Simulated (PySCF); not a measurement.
Computed spin Hamiltonian

C5H7O2S (doublet state).
Numbering: `[CH3:1][C@H:2]1[CH:3]=[C:4][CH2:5][S:6]1(=[O:7])=[O:8]` (hydrogens: H9, H10, H11 on C1; H12 on C2; H13 on C3; H14, H15 on C5)

Geometry (GFN2-xTB, Å), atoms numbered from 1 in this order:
```xyz
15
C5H7O2S angstrom
C      1.7632   -0.5486    0.5376
C      0.6514    0.4565    0.3648
C      0.4305    0.9010   -1.0626
C     -0.7457    0.6857   -1.5794
C     -1.8448    0.0681   -0.9201
S     -0.9968   -0.3212    0.7525
O     -1.6433    0.4107    1.8080
O     -0.8712   -1.7435    0.9126
H      1.6009   -1.3966   -0.1234
H      2.7289   -0.0987    0.3124
H      1.7778   -0.9139    1.5620
H      0.7437    1.3014    1.0475
H      1.2576    1.3588   -1.5804
H     -2.1726   -0.8745   -1.3480
H     -2.6840    0.7228   -0.7055
```

The hyperfine couplings belong to this conformer and change with its torsions.

The calculation used UKS B3LYP, pcH-1 on C H O S, non-relativistic, mean-field spin-orbit, GIAO (PySCF). Geometry: GFN2-xTB; no solvent, vibrations or thermal averaging. The geometry wasn't refined by DFT: couplings that depend on bond lengths, twists or pyramidal angles can differ widely from those at the functional's own minimum. The SCF solution wasn't tested for stability.

```json
{
  "g1, g2, g3": "2.00174, 2.00201, 2.00301",
  "g_iso": "2.00226",
  "Form of g": "rhombic: the two nearest values differ by 21 % of g3 − g1",
  "⟨S²⟩": "0.7598 (exact 0.7500)",
  "α and β electrons": "35, 34",
  "HOMO–LUMO gap, α and β orbitals": "6.26, 4.60 eV",
  "Total energy": "-743.23724 Eh"
}
```

Hyperfine couplings atom by atom, in 10⁻⁴ cm⁻¹; T1 to T3 are the principal values of the dipolar part (1 × 10⁻⁴ cm⁻¹ = 2.998 MHz):

| atom | isotope | a_iso | of which spin–orbit | T1 | T2 | T3 | Mulliken spin population |
| --- | --- | --- | --- | --- | --- | --- | --- |
| C1 | 13C | -2.0 | 0.0 | -0.1 | -0.1 | 0.2 | -0.01 |
| C2 | 13C | 10.3 | 0.0 | -3.2 | -2.4 | 5.7 | 0.09 |
| C3 | 13C | 3.2 | 0.0 | -6.2 | 0.6 | 5.6 | -0.13 |
| C4 | 13C | 119.1 | 0.0 | -24.6 | -18.1 | 42.7 | 0.91 |
| C5 | 13C | 7.9 | 0.0 | -3.0 | -1.2 | 4.1 | -0.05 |
| S6 | 33S | 17.8 | 0.0 | -2.5 | -2.4 | 4.9 | 0.05 |
| O7 | 17O | -1.0 | 0.0 | -6.0 | 2.9 | 3.1 | 0.05 |
| O8 | 17O | -1.0 | 0.0 | -5.0 | 2.4 | 2.6 | 0.04 |
| H9 | 1H | 0.4 | 0.0 | -0.5 | -0.4 | 0.8 | 0.00 |
| H10 | 1H | 0.9 | 0.0 | -0.4 | -0.3 | 0.7 | 0.00 |
| H11 | 1H | 3.1 | 0.0 | -0.3 | -0.3 | 0.6 | 0.01 |
| H12 | 1H | -3.6 | 0.0 | -1.3 | -0.5 | 1.8 | -0.01 |
| H13 | 1H | 26.9 | 0.0 | -2.0 | -1.6 | 3.6 | 0.03 |
| H14 | 1H | 6.3 | 0.0 | -2.1 | -1.5 | 3.5 | 0.01 |
| H15 | 1H | 4.4 | 0.0 | -2.0 | -1.4 | 3.4 | 0.01 |

The largest Mulliken spin populations are on C4 (+0.91), C3 (-0.13) and C2 (+0.09). C4 is the only atom above +0.15. The positive populations add up to 1.19 and the negative ones to -0.19, together 2S = 1.

Axes: g3 points within 13° of the C3–H13 bond.

Under fast tumbling the dipolar parts average out, and these isotropic splittings remain: 1 × 1H (H13, I = 1/2, 2 lines) with 2.88 mT, 1 × 1H (H14, I = 1/2, 2 lines) with 0.68 mT, 1 × 1H (H15, I = 1/2, 2 lines) with 0.47 mT, 1 × 1H (H12, I = 1/2, 2 lines) with 0.39 mT and 3 × 1H (H9/H10/H11, I = 1/2, 4 lines) with 0.16 mT.

Means are taken over nuclei equivalent by connectivity, which assumes that they swap fast. The three 1H nuclei of mean +4.4 MHz run from 1.2 to 9.4 MHz in the frozen geometry.

The 13C coupling of C4 (356.9 MHz) shows only in satellite lines or after enrichment, since that isotope makes up about 1.07 % of natural carbon.

The 33S coupling of S6 (53.3 MHz) shows only in satellite lines or after enrichment, since that isotope makes up about 0.76 % of natural sulfur.

β density exceeds α density at some nuclei, such as C1 (-0.0052) and H12 (-0.0024), spin density in bohr⁻³. In a single determinant that takes different orbitals for the two spins, that is spin polarisation.
